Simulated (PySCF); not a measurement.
## Static response to an electric field

Compound: C₅H₁₄OSi.
Cartesian coordinates in Å at the PBE0-D3(BJ)/def2-SVP level; atoms count from 1:
```
atom  x, y, z in Å
C1     3.058   -0.175    0.757
C2     1.768   -0.489    0.035
O3     0.738    0.315    0.543
Si4   -0.870    0.216    0.066
C5    -1.755    1.517    1.071
C6    -1.009    0.571   -1.773
C7    -1.540   -1.498    0.440
H8     2.948   -0.361    1.836
H9     3.885   -0.794    0.376
H10    3.323    0.885    0.622
H11    1.897   -0.319   -1.053
H12    1.525   -1.564    0.158
H13   -1.332    2.515    0.874
H14   -1.650    1.313    2.148
H15   -2.829    1.546    0.831
H16   -0.478   -0.183   -2.376
H17   -2.063    0.569   -2.094
H18   -0.585    1.559   -2.015
H19   -1.026   -2.276   -0.146
H20   -1.420   -1.741    1.507
H21   -2.613   -1.557    0.197
```

Level: wB97X-D/def2-SVPD (PySCF), static field, nuclei fixed, core orbitals frozen in the response. The polarisability tensor in these axes (au):

```
x   96.88 -2.45  0.23
y   -2.45 88.34  0.23
z    0.23  0.23 87.94
```

Task: Diagonalise the tensor; give its mean and Δα, where Δα² is half the sum of the squared differences of the eigenvalues.

Result: Principal values 87.50, 88.12 and 97.53 au; mean 91.05 au = 13.49 Å³ = 15.01 × 10⁻⁴⁰ C²·m²/J; Δα = 9.73 au (11 % of the mean).

Task: What is the dipole moment, and where does it point?

Result: (-0.33, -0.68, -0.71) D, 1.03 D in size, pointing from the negative to the positive side. Measured along this direction, the outermost atoms are H10 and H8 at the negative end and H19 and H16 at the positive end.

Task: In a dilute gas of rigid molecules at 298 K, how does the orientational term μ²/3kT compare with the electronic polarisability?

Result: In Gaussian units μ²/3kT = 8.67 Å³ against 13.49 Å³, a ratio of 0.64; the Debye molar polarisation (4π/3)N_A(α + μ²/3kT) is 55.9 cm³/mol, leaving out the vibrational part.

Task: Find the Langevin capture rate constant for H3O+ (19.018 u) meeting this molecule (118.081 u), k = 2.342 × 10⁻⁹ cm³/s × √(α in Å³ / reduced mass in u).

Result: The reduced mass is 16.38 u, so k = 2.13 × 10⁻⁹ cm³/s. The formula leaves out the permanent dipole, which adds to the capture rate.

Task: Along which axes do the principal values lie, and how far do the nuclei extend along each?

Result: Largest value along (0.97, -0.26, 0.02), where the nuclei span 7.08 Å; middle along (0.13, 0.53, 0.84), 4.43 Å; least along (0.22, 0.81, -0.55), 4.78 Å. The strongest response lies along the longest span, while the other two are in reverse order.

Task: Give the eigenvalues of the traceless quadrupole moment Θ = ½Σq(3rr − r²1), origin at the centre of nuclear charge.

Result: -2.81, -0.71, 3.52 D·Å. The values depend on the origin, since the dipole doesn't vanish. The electronic extent ⟨r²⟩ about the same centre is 1244 bohr², a root-mean-square distance of 2.30 Å for the 66 electrons.

Task: Form Σ f/ω² (atomic units) for the 10 lowest TDDFT singlets, given as eV and f, and set it beside the mean polarisability, which is this sum over all singlets: 7.57, 0.0102; 8.17, 0.0404; 8.35, 0.0532; 8.45, 0.0104; 8.60, 0.0242; 8.67, 0.0013; 8.75, 0.0978; 9.04, 0.0408; 9.11, 0.0041; 9.26, 0.0064.

Result: They add up to 2.92 au, 3.2 % of the 91.05 au; the largest single term is 0.95 au, from the state at 8.75 eV. Terms in order: 0.13, 0.45, 0.57, 0.11, 0.24, 0.01, 0.95, 0.37, 0.04, 0.06 au. Higher excitations give the rest. The strengths listed sum to 0.289.

The structure is a single PBE0-D3(BJ)/def2-SVP conformer in the gas phase; no vibrational or solvent corrections.
